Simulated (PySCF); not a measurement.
Job file and geometry (Å, from GFN2-xTB) of an NMR shielding run on SMILES C([C@H](C#N)[S@](=O)[O-])=O, [C$_{3}$H$_{2}$NO$_{3}$S]-, GIAO PBE0/pcSseg-1 NMR shielding, non-relativistic, gas phase (PySCF 2.14.0, density-fitted response routines); density fitting, a coarse starting grid and PySCF grid level 2 are the driver's defaults:

```
$ OMP_NUM_THREADS=1 python probes_run.py task.json out

{"job": {"kind": "nmr", "xc": "PBE0", "basis": "pcSseg-1"}, "charge": -1, "multiplicity": 1}
N     -0.547270     2.329952    -1.015705
C     -0.540538     1.336640    -0.431600
C     -0.564950     0.127608     0.267635
C     -0.949396    -1.057114    -0.431216
O     -1.315012    -2.107160     0.083515
S      1.547921    -0.336797     0.725166
O      1.879513     0.801925     1.582791
O      2.199182    -0.301148    -0.580536
H     -0.855494     0.200482     1.311521
H     -0.845074    -0.989735    -1.534098
```

Question: What does the program print?

Answer: 
```
coarse grid: 10448 points
cycle   1  E = -793.0794089334  dE =  1.671e+00  |g| = 1.361e+00  |ddm| = 3.503e+00
cycle   2  E = -791.7579396795  dE =  1.321e+00  |g| = 2.919e+00  |ddm| = 4.208e+00
cycle   3  E = -793.4091825115  dE = -1.651e+00  |g| = 2.941e-01  |ddm| = 3.348e+00
cycle   4  E = -793.4219129248  dE = -1.273e-02  |g| = 1.944e-01  |ddm| = 4.218e-01
cycle   5  E = -793.4291921862  dE = -7.279e-03  |g| = 6.166e-02  |ddm| = 1.727e-01
cycle   6  E = -793.4299715702  dE = -7.794e-04  |g| = 1.442e-02  |ddm| = 5.956e-02
cycle   7  E = -793.4300144399  dE = -4.287e-05  |g| = 5.242e-03  |ddm| = 1.622e-02
cycle   8  E = -793.4300188287  dE = -4.389e-06  |g| = 2.025e-03  |ddm| = 5.701e-03
final grid: 100736 points
cycle   9  E = -793.5098646788  dE =  2.251e-06  |g| = 1.415e-02  |ddm| = 2.743e-02
cycle  10  E = -793.5097495646  dE =  1.151e-04  |g| = 2.762e-02  |ddm| = 3.839e-02
cycle  11  E = -793.5099034414  dE = -1.539e-04  |g| = 2.850e-03  |ddm| = 2.630e-02
cycle  12  E = -793.5099050804  dE = -1.639e-06  |g| = 7.919e-04  |ddm| = 3.251e-03
cycle  13  E = -793.5099051997  dE = -1.193e-07  |g| = 2.122e-04  |ddm| = 6.564e-04
cycle  14  E = -793.5099052104  dE = -1.073e-08  |g| = 5.969e-05  |ddm| = 2.835e-04
cycle  15  E = -793.5099052111  dE = -7.003e-10  |g| = 2.825e-05  |ddm| = 8.029e-05
converged SCF energy = -793.5099052111

GIAO shielding tensors (ppm)
atom      isotropic    diamagn.    paramagn.     s11        s22        s33       span
  0 N      -30.536     343.276    -373.812   -200.925   -145.010    254.329    455.254
  1 C       58.780     258.453    -199.673    -50.870    -48.527    275.738    326.608
  2 C      107.674     259.517    -151.843     52.048    123.397    147.576     95.528
  3 C       -8.577     245.845    -254.422    -97.948    -21.228     93.445    191.393
  4 O     -254.176     398.872    -653.049   -780.819   -327.869    346.158   1126.977
  5 S     -173.753    1049.901   -1223.653   -500.748    -44.604     24.093    524.841
  6 O     -105.796     401.930    -507.726   -282.653   -155.066    120.330    402.982
  7 O      -76.271     402.001    -478.272   -236.501   -117.205    124.894    361.396
  8 H       28.337      32.904      -4.567     27.295     28.325     29.390      2.094
  9 H       22.620      28.996      -6.376     21.233     21.701     24.926      3.693
```

Size and cost of the density-fitted run: 153 basis functions, 27 s wall time on 1 thread of an Arm Neoverse V2, shared host; peak memory 0.73 GiB.
